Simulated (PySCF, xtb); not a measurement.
4-fluoro-2,3-dihydrofuran (C₄H₅FO), SMILES FC1=COCC1.

xtb with GFN2-xTB at its own geometry gives an orbital gap of 4.68 eV and a dipole moment of 1.97 D.

The structure is a stationary point at r2SCAN-D4/def2-SVP. A frequency run showed that this geometry is not a minimum. Other conformers were not sampled.

What does PySCF with CAM-B3LYP/def2-TZVP give? (Estimate from the structure and the level; the computed values follow.)

gap 9.22 eV (levels -7.40 and 1.82 eV), dipole 1.56 D.
